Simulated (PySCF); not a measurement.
Assignment exercise: C₄H₁₂AlNO₂

Cartesian coordinates in Å; atom numbers follow the order of the lines, from 1:
```xyz
20

C    -0.7799   -0.6522    1.4211
N    -0.5561   -0.1991    0.0407
C    -1.5319   -0.8094   -0.8729
Al   -0.8366    1.8922   -0.0423
C     0.7839   -0.5386   -0.4204
O     1.6949    0.1773    0.3768
C     2.9599    0.2113   -0.0583
O     3.3609   -0.3562   -1.0299
H    -0.0202   -0.2082    2.0750
H    -0.7304   -1.7534    1.4845
H    -1.7717   -0.3133    1.7500
H    -1.4038   -1.9055   -0.9117
H    -2.5443   -0.5706   -0.5255
H    -1.4050   -0.3894   -1.8805
H    -2.4464    1.8798   -0.0226
H    -0.1195    2.4351    1.2830
H    -0.1261    2.1458   -1.4643
H     0.9712   -1.6252   -0.3240
H     0.8885   -0.2478   -1.4758
H     3.5621    0.8414    0.6254
```

Computed data (PySCF 2.14.0 with density-fitted response routines): PBE0-D3(BJ)/def2-SVP geometry, shielding tensors at B3LYP/pcSseg-1 (GIAO). No relativistic terms, in vacuum, one computed conformer, fast rotation and ring inversion assumed for equivalent nuclei.

δ = σ(ref) − σ, references computed at the same level: 13C, 1H vs TMS.

Problem. Assign these signals to the numbered atoms. 13C{1H} NMR (computed): δ 162.3 (CH), 85.0 (CH2), 44.3 (CH3).

Solution. 
```tsv
δ (ppm)	atoms	environment	reason
162.3	C7	ester carbonyl carbon	lone-pair donation from the attached heteroatom keeps it upfield of a ketone carbonyl
85.0	C5	sp3 CH2 bonded to N and O	2 electronegative neighbours deshield it
44.3	C1/C3	methyl carbon bonded to N	the inductive effect lowers its shielding
```

Problem. Assign these signals to the numbered atoms. 1H NMR (400 MHz, computed): δ 7.79 (s, 1H), 4.35 (s, 2H), 3.85 (br, 3H), 2.50 (s, 6H).

Solution. 
7.79 → H20, hydrogen on an ester carbonyl carbon
4.35 → H18/H19, hydrogen on an sp3 CH2 bonded to N and O: its carbon carries N and O, hence the downfield position
3.85 → H15/H16/H17, hydrogen on an aluminium bonded to N
2.50 → H9/H10/H11/H12/H13/H14, hydrogen on a methyl carbon bonded to N: its carbon carries N, hence the downfield position

Hydrides on Al or Ga are broadened by the quadrupolar metal nucleus. Shifts are as computed. Against solution values, carbons near 30 ppm lie about +2 ppm off and those near 130 ppm about +6 ppm. Of 1309 compounds with measured shifts, 239 miss one by over three times the rms of a fit or turn the order of signals round; such compounds aren't used in these exercises. No couplings were computed; multiplicities are counted from neighbouring protons, with m where these are inequivalent, close in shift, in a saturated or five-membered ring or joined by F or P, and br s for small geminal =CH2 splittings.
